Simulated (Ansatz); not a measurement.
Species: 1,1,1-trifluoroethane, C$_{2}$H$_{3}$F$_{3}$ (charge 0, singlet). SMILES: CC(F)(F)F
Geometry: optimised at B3LYP-D3(BJ)/def2-TZVP (Ansatz, a program for electronic structure).

Wanted: atomisation energy (electronic, to ground-state atoms), in kJ/mol. Correlated levels leave the core frozen unless marked. UHF or UKS for open shells. Spin-orbit coupling is left out. No relativistic terms. The coupled-cluster limit lacks core correlation, which all-electron functionals hold. CBS marks a two-point X^-3 extrapolation of the correlation energy; Hartree-Fock from the larger set (for Q and 5 zeta extrapolated as (X+1)exp(-9√X)).

| level | program | atomisation energy (kJ/mol) |
|---|---|---|
| PBE/def2-TZVPD | Ansatz | 3278.1 |
| PBE-D3(BJ)/def2-TZVPD | Ansatz + dftd3 | 3288.4 |
| B97M-V/def2-TZVPD | Ansatz | 3175.9 |
| BHLYP-D3(BJ)/def2-TZVPD | Ansatz + dftd3 | 3030.3 |

Q: Estimate the value at CCSD(T)/CBS(cc-pVQZ,cc-pV5Z) as computed with Ansatz.

A: 3179.4 kJ/mol
